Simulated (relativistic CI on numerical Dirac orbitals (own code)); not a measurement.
# Ba¹⁵⁺: computed level list

Calculated at this level of theory: Dirac-Coulomb-Breit CI, KLI orbitals optimised for each configuration, a model potential for QED, unscaled Slater integrals (own radial code, finite nucleus).

Configurations in the expansion (outside the closed core [Ar] 3d10): 4s2.4p6.4d5, 4s2.4p5.4d6, 4s2.4p6.4d4.4f, 4s.4p6.4d6, 4s2.4p6.4d4.5s, 4s2.4p5.4d5.4f, 4s2.4p6.4d4.5p, 4s.4p6.4d5.4f, 4s2.4p6.4d3.4f.5s, 4s2.4p6.4d4.5d, 4s2.4p6.4d3.5s.5p, 4s2.4p5.4d5.5s, 4s2.4p6.4d4.5f, 4s2.4p6.4d4.6s, 4s2.4p6.4d4.6p, 4s2.4p6.4d4.5g, 4s2.4p6.4d4.6f, 4s2.4p6.4d4.7p, 4p6.4d6.5p, 4p6.4d7, 4p5.4d8, 4p5.4d7.4f, 4s2.4p6.4d3.5s2, 4s2.4p6.4d2.4f.5s2, 4s2.4p5.4d3.4f.5s2, 4s2.4p6.4d2.5s2.5p. Double excitations out of closed p, d and f shells are left out; levels of such configurations are missing from the list, as are those of other unlisted configurations, and high levels can miss mixing partners. These lack a partner that the ground configuration has and come out too high: 4s2.4p5.4d5.5s.

The lowest level is 4s2.4p6.4d5 6S_5/2, with 87 % of that term; Hund's rules for 4s2.4p6.4d5 give 6S with J = 5/2, in agreement.

| No. | Configuration | Term | J | E (cm⁻¹) | % | Next component (%) |
| --- | --- | --- | --- | --- | --- | --- |
| 1 | 4s2.4p6.4d5 | 6S | 5/2 | 0 | 87 | 10 4P |
| 2 | 4s2.4p6.4d5 | 4G | 5/2 | 43022 | 39 | 19 2F |
| 3 | 4s2.4p6.4d5 | 4G | 7/2 | 52563 | 72 | 10 2F |
| 4 | 4s2.4p6.4d5 | 4G | 11/2 | 54081 | 79 | 14 2H |
| 5 | 4s2.4p6.4d5 | 4G | 9/2 | 56561 | 86 | 6 4F |
| 6 | 4s2.4p6.4d5 | 4G | 5/2 | 57136 | 38 | 30 4D |
| 7 | 4s2.4p6.4d5 | 4D | 3/2 | 57511 | 51 | 38 4P |
| 8 | 4s2.4p6.4d5 | 4P | 1/2 | 65182 | 53 | 41 4D |
| 9 | 4s2.4p6.4d5 | 4D | 7/2 | 69737 | 72 | 17 4G |
| 10 | 4s2.4p6.4d5 | 4D | 5/2 | 76927 | 33 | 31 2D |
| 11 | 4s2.4p6.4d5 | 2I | 11/2 | 77488 | 75 | 13 4G |
| 12 | 4s2.4p6.4d5 | 4D | 1/2 | 80952 | 57 | 37 4P |
| 13 | 4s2.4p6.4d5 | 2I | 13/2 | 84169 | 98 | 2 4s2.4p5.4d5.4f 2I |
| 14 | 4s2.4p6.4d5 | 4P | 3/2 | 84753 | 46 | 39 4D |
| 15 | 4s2.4p6.4d5 | 2F | 7/2 | 85907 | 42 | 27 4F |
| 16 | 4s2.4p6.4d5 | 2G | 9/2 | 88450 | 51 | 26 4F |
| 17 | 4s2.4p6.4d5 | 4F | 3/2 | 92049 | 51 | 38 2D |
| 18 | 4s2.4p6.4d5 | 2F | 5/2 | 94284 | 33 | 26 4F |
| 19 | 4s2.4p6.4d5 | 2F | 5/2 | 103928 | 33 | 26 4F |
| 20 | 4s2.4p6.4d5 | 2H | 9/2 | 104819 | 50 | 46 4F |
| 21 | 4s2.4p6.4d5 | 2G | 7/2 | 106497 | 61 | 26 2F |
| 22 | 4s2.4p6.4d5 | 2D | 3/2 | 113045 | 53 | 39 4F |
| 23 | 4s2.4p6.4d5 | 2F | 5/2 | 113753 | 50 | 27 4F |
| 24 | 4s2.4p6.4d5 | 2F | 7/2 | 116286 | 64 | 11 2G |
| 25 | 4s2.4p6.4d5 | 2H | 11/2 | 121693 | 74 | 18 2I |
| 26 | 4s2.4p6.4d5 | 2F | 7/2 | 121859 | 44 | 40 4F |
| 27 | 4s2.4p6.4d5 | 2G | 9/2 | 123770 | 44 | 33 2H |
| 28 | 4s2.4p6.4d5 | 2S | 1/2 | 124479 | 83 | 9 4P |
| 29 | 4s2.4p6.4d5 | 2D | 5/2 | 136637 | 48 | 36 2F |
| 30 | 4s2.4p6.4d5 | 2D | 3/2 | 141588 | 90 | 6 4D |
| 31 | 4s2.4p6.4d5 | 2D | 5/2 | 151030 | 72 | 17 2F |
| 32 | 4s2.4p6.4d5 | 2G | 9/2 | 154032 | 97 | 1 4s2.4p5.4d5.4f 2G |
| 33 | 4s2.4p6.4d5 | 2G | 7/2 | 158901 | 87 | 10 2F |
| 34 | 4s2.4p6.4d5 | 2P | 3/2 | 179138 | 86 | 12 2D |
| 35 | 4s2.4p6.4d5 | 2P | 1/2 | 187742 | 91 | 7 2S |
| 36 | 4s2.4p6.4d5 | 2D | 5/2 | 207410 | 95 | 1 2F |
| 37 | 4s2.4p6.4d5 | 2D | 3/2 | 212578 | 85 | 12 2P |
| 38 | 4p5.4d6(5D) | 6F° | 11/2 | 750573 | 89 | 9 4G° |
| 39 | 4p5.4d6(5D) | 6F° | 9/2 | 770252 | 60 | 33 6D° |
| 40 | 4p5.4d6(5D) | 6D° | 7/2 | 771303 | 25 | 22 6P° |
| 41 | 4p5.4d6(3P) | 4P° | 5/2 | 774939 | 33 | 27 6D° |
| 42 | 4p5.4d6(5D) | 6P° | 3/2 | 779182 | 60 | 20 4s2.4p6.4d4.4f 6P° |
| 43 | 4p5.4d6(3F) | 4F° | 9/2 | 780173 | 44 | 31 6D° |
| 44 | 4p5.4d6(5D) | 6P° | 5/2 | 780406 | 37 | 29 4P° |
| 45 | 4p5.4d6(5D) | 6F° | 7/2 | 789640 | 25 | 25 4F° |

Energies count from the lowest computed level; ° marks odd parity. Percentages are summed over parent terms; the parents shown are those of the largest component, closed shells are left out there.

The mean weight of the leading LS term, summed over parents, in these 45 levels is 61 %, and that of the leading jj configuration (from the same eigenvectors) 60 %.

At this charge energies of transitions that change n are usually good to better than 1 %, and those within a shell (Δn = 0) to a few per cent. Terms inside the open d or f shell come out 10 to 20 % too wide with unscaled integrals. Levels and lines within the n = 5 or 6 shells can be off by up to 10 % or somewhat more, and those that change n by about 2 %, since core polarisation is missing.

LS names give the leading component of a level, which can be under half, so a name can repeat, a term be missing and a line seem to break the LS rules.
